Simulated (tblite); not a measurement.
Question: What does the GFN2-xTB structure of `C1[C]2CC1(C2)COC` [radical] look like in three dimensions? (Doublet state.)

Answer: 
```
atom  x, y, z in Å
C1     2.8603    0.3576   -0.5488
O2     1.4617    0.3430   -0.6634
C3     0.8219   -0.1270    0.4964
C4    -0.6767   -0.1042    0.2722
C5    -1.4263   -0.8815   -0.8224
C6    -2.4288   -0.0801    0.0181
C7    -1.5109    1.1475   -0.0469
C8    -1.7270   -0.5423    1.3037
H9     3.2557   -0.6502   -0.3679
H10    3.1864    1.0150    0.2673
H11    3.2462    0.7342   -1.4937
H12    1.1424   -1.1578    0.7242
H13    1.0717    0.5106    1.3614
H14   -1.2624   -0.5611   -1.8451
H15   -1.4488   -1.9629   -0.7284
H16   -1.6091    1.8861    0.7428
H17   -1.3523    1.6026   -1.0182
H18   -1.7719   -1.6003    1.5435
H19   -1.8419    0.0801    2.1860
```

Orientation and origin are arbitrary. Atoms count from 1 in this order. The 4-membered ring C4–C5–C6–C8 has internal angles of 70.4° to 90.2°; it is puckered, 0.31 Å rms from its mean plane, widest ring torsion 45°. The 4-membered ring C4–C7–C6–C8 has internal angles of 70.4° to 90.2° (sum 321°, against 360° for a flat polygon); it is puckered, 0.31 Å rms from its mean plane, widest ring torsion 45°. The 4-membered ring C4–C5–C6–C7 has internal angles of 70.4° to 90.2° (sum 321°, against 360° for a flat polygon); it is puckered, 0.31 Å rms from its mean plane, widest ring torsion 45°. C6 (carbon bonded to 3 C) is pyramidal (angles 90.2°, 90.2° and 90.2°, sum 270.5°, 0.88 Å off the plane of its three neighbours).

Bonds between heavy atoms (Å): C1–O2 1.403, O2–C3 1.406, C3–C4 1.515, C4–C5 1.538, C5–C6 1.534, C6–C7 1.534, C6–C8 1.536, C4–C7 1.538, C4–C8 1.536.

The geometry is computed with GFN2-xTB (gas phase). This method treats the open shell by occupation alone, without spin polarisation.

Point group: Cs (tolerance 0.08 Å). Its GFN2-xTB frequencies are all real (lowest 61 cm⁻¹). Torsions: C1–O2–C3–C4 180°, O2–C3–C4–C5 60°.

One conformer stands for the species.
